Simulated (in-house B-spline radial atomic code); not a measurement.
Configurations of F VII (F6+), with energies counted from [He] 2s1. Method: Dirac-Hartree-Fock, average of configuration, Fermi nucleus of rms radius 2.8976 fm. Calculated with a radial B-spline atomic code at the basis-set limit. Energies include first-order Breit, QED and recoil terms.

```tsv
configuration	E - E(ref) (eV)	highest orbital	its <r> (bohr)
[He] (2p3/2)1	14.142	2p3/2	0.6911
[He] 3s1	105.85	3s1/2	1.807
[He] (3d3/2)1	110.92	3d3/2	1.498
[He] 4s1	141.27	4s1/2	3.265
[He] 5s1	157.31	5s1/2	5.153
[He] (6p3/2)1	166.36	6p3/2	7.505
[He] (6g7/2)1	166.52	6g7/2	6.285
```

Order these further configurations by energy, lowest first.
A. [He] (6d5/2)1
B. [He] (4p3/2)1
C. [He] (6f5/2)1
D. [He] (5d3/2)1
E. [He] (3p1/2)1

E (109.66 eV), B (142.84 eV), D (158.36 eV), A (166.51 eV), C (166.52 eV).

How far above the reference does [He] (5f7/2)1 lie?

158.37 eV; its least bound orbital is 5f7/2 with <r> = 4.5 bohr.

How far above the reference does [He] (4f5/2)1 lie?

143.37 eV; its least bound orbital is 4f5/2 with <r> = 2.571 bohr.

How far above the reference does [He] (5g7/2)1 lie?

158.37 eV; its least bound orbital is 5g7/2 with <r> = 3.928 bohr.
